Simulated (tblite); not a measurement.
Species: C4H9FSeSi2.
SMILES with atom numbers: `[CH:1]#[C:2][Si@H:3]([F:4])[Se:5][CH2:6][CH2:7][SiH3:8]` (hydrogens: H9 on C1; H10 on Si3; H11, H12 on C6; H13, H14 on C7; H15, H16, H17 on Si8)

Computed with GFN2-xTB (tblite), gas phase: L-BFGS steps from a force-field or distance-geometry start until the largest atomic force falls under 0.01 eV/Å.

Step 27: E = -667.1173 eV
```
atom  x, y, z in Å  |  force x, y, z in eV/Å
C1      3.3162    2.3692    1.2981    0.016   0.019  -0.012
C2      2.9938    1.2937    0.8703   -0.020   0.020   0.003
Si3     2.4364   -0.3647    0.2916   -0.030  -0.010   0.013
F4      2.0827   -0.2361   -1.2766   -0.025   0.011  -0.006
Se5     0.5343   -0.9576    1.3990   -0.024   0.002   0.011
C6     -0.6591   -1.4298   -0.1210   -0.013  -0.013  -0.045
C7     -2.1017   -1.0373    0.1348    0.003   0.019  -0.012
Si8    -2.3833    0.8516    0.2338    0.022   0.013   0.000
H9      3.6144    3.3135    1.6518    0.002   0.026   0.013
H10     3.5050   -1.3478    0.3320   -0.015  -0.060  -0.003
H11    -0.2717   -0.9260   -1.0045    0.038   0.042  -0.011
H12    -0.5560   -2.5078   -0.2613   -0.003  -0.044   0.034
H13    -2.6980   -1.4464   -0.6849    0.008  -0.045   0.027
H14    -2.4524   -1.5189    1.0502    0.014  -0.019  -0.027
H15    -1.1374    1.5352   -0.1132    0.000   0.042  -0.005
H16    -2.8123    1.2172    1.5835    0.020   0.000  -0.001
H17    -3.4177    1.2039   -0.7439    0.006  -0.002   0.022
```

Step 28: E = -667.1180 eV
```
atom  x, y, z in Å  |  force x, y, z in eV/Å
C1      3.3159    2.3690    1.2969    0.030   0.070   0.010
C2      2.9926    1.2937    0.8696   -0.026  -0.005  -0.002
Si3     2.4340   -0.3657    0.2922   -0.017   0.009   0.029
F4      2.0781   -0.2338   -1.2750   -0.022   0.007  -0.012
Se5     0.5321   -0.9584    1.4004   -0.011   0.008   0.016
C6     -0.6569   -1.4297   -0.1215   -0.021  -0.019  -0.062
C7     -2.0994   -1.0375    0.1325   -0.015   0.019   0.013
Si8    -2.3815    0.8501    0.2338    0.023   0.060   0.005
H9      3.6143    3.3144    1.6516   -0.012  -0.022  -0.007
H10     3.5013   -1.3509    0.3327   -0.020  -0.052  -0.007
H11    -0.2684   -0.9253   -1.0046    0.036   0.030  -0.005
H12    -0.5551   -2.5081   -0.2604    0.004  -0.042   0.023
H13    -2.6986   -1.4456   -0.6857    0.022  -0.052   0.028
H14    -2.4486   -1.5175    1.0497    0.008  -0.024  -0.035
H15    -1.1367    1.5376   -0.1146   -0.018   0.028   0.001
H16    -2.8116    1.2171    1.5838    0.030  -0.009  -0.017
H17    -3.4183    1.2027   -0.7418    0.010  -0.004   0.023
```

Step 29: E = -667.1190 eV
```
atom  x, y, z in Å  |  force x, y, z in eV/Å
C1      3.3158    2.3692    1.2951    0.037   0.102   0.028
C2      2.9906    1.2940    0.8686   -0.028  -0.027  -0.003
Si3     2.4302   -0.3669    0.2934    0.006   0.028   0.037
F4      2.0715   -0.2304   -1.2728   -0.015   0.000  -0.010
Se5     0.5291   -0.9590    1.4023   -0.003   0.012   0.018
C6     -0.6545   -1.4302   -0.1236   -0.020  -0.020  -0.060
C7     -2.0963   -1.0372    0.1295   -0.028   0.011   0.033
Si8    -2.3786    0.8493    0.2338    0.020   0.093   0.006
H9      3.6141    3.3155    1.6514   -0.023  -0.063  -0.027
H10     3.4951   -1.3561    0.3338   -0.032  -0.033  -0.013
H11    -0.2633   -0.9241   -1.0051    0.027   0.005   0.003
H12    -0.5537   -2.5095   -0.2587    0.009  -0.024   0.003
H13    -2.6991   -1.4456   -0.6858    0.032  -0.054   0.022
H14    -2.4429   -1.5160    1.0483   -0.001  -0.028  -0.035
H15    -1.1360    1.5416   -0.1165   -0.030   0.015   0.006
H16    -2.8101    1.2166    1.5841    0.039  -0.015  -0.025
H17    -3.4188    1.2009   -0.7383    0.010  -0.003   0.018
```

Step 30: E = -667.1200 eV
```
atom  x, y, z in Å  |  force x, y, z in eV/Å
C1      3.3158    2.3697    1.2929    0.029   0.089   0.029
C2      2.9881    1.2946    0.8676   -0.023  -0.030   0.003
Si3     2.4260   -0.3678    0.2959    0.028   0.036   0.029
F4      2.0634   -0.2266   -1.2695   -0.006  -0.006  -0.001
Se5     0.5259   -0.9597    1.4049   -0.003   0.011   0.013
C6     -0.6520   -1.4311   -0.1266   -0.009  -0.010  -0.032
C7     -2.0932   -1.0363    0.1264   -0.028  -0.001   0.038
Si8    -2.3752    0.8500    0.2338    0.012   0.087   0.002
H9      3.6135    3.3158    1.6506   -0.023  -0.068  -0.034
H10     3.4876   -1.3624    0.3340   -0.045  -0.011  -0.016
H11    -0.2566   -0.9223   -1.0052    0.012  -0.027   0.007
H12    -0.5515   -2.5116   -0.2569    0.009   0.004  -0.021
H13    -2.6989   -1.4465   -0.6856    0.035  -0.046   0.009
H14    -2.4370   -1.5151    1.0460   -0.011  -0.028  -0.021
H15    -1.1359    1.5465   -0.1186   -0.026   0.011   0.007
H16    -2.8076    1.2161    1.5840    0.044  -0.016  -0.019
H17    -3.4195    1.1988   -0.7342    0.005   0.003   0.007
```

**Question.** Estimate the geometry and energy of step 31. (The exact step hangs on the optimiser's Hessian estimate; all steps are aligned on step 30, rigid shifts and turns removed.)

**Answer.** E = -667.1207 eV, largest force 0.050 eV/Å
```
atom  x, y, z in Å  |  force x, y, z in eV/Å
C1      3.3157    2.3703    1.2911    0.009   0.037   0.015
C2      2.9860    1.2951    0.8671   -0.012  -0.015   0.014
Si3     2.4233   -0.3680    0.2987    0.030   0.028   0.009
F4      2.0569   -0.2242   -1.2662    0.002  -0.008   0.008
Se5     0.5241   -0.9605    1.4076   -0.009   0.008   0.006
C6     -0.6503   -1.4319   -0.1289    0.000   0.004   0.006
C7     -2.0912   -1.0355    0.1246   -0.015  -0.008   0.025
Si8    -2.3729    0.8519    0.2337    0.003   0.043  -0.005
H9      3.6128    3.3152    1.6494   -0.010  -0.032  -0.025
H10     3.4815   -1.3670    0.3327   -0.047   0.002  -0.016
H11    -0.2510   -0.9206   -1.0042   -0.001  -0.046   0.005
H12    -0.5492   -2.5131   -0.2563    0.005   0.026  -0.035
H13    -2.6978   -1.4479   -0.6854    0.032  -0.032  -0.003
H14    -2.4337   -1.5154    1.0436   -0.016  -0.023  -0.001
H15    -1.1364    1.5504   -0.1204   -0.009   0.017   0.002
H16    -2.8047    1.2159    1.5836    0.042  -0.011  -0.002
H17    -3.4201    1.1974   -0.7312   -0.003   0.010  -0.004
```

The energy changes by -0.0007 eV. The first-order estimate −F·Δx gives -0.0010 eV and the mean of the old and new forces, exact on a quadratic surface, -0.0007 eV. The step makes an angle of 73° with the force vector and moves no atom by more than 0.008 Å.

The cost below is that of the whole relaxation. Hardware: one thread, Arm Neoverse N1 (aarch64) (shared host). Cost: 3.5 s wall.
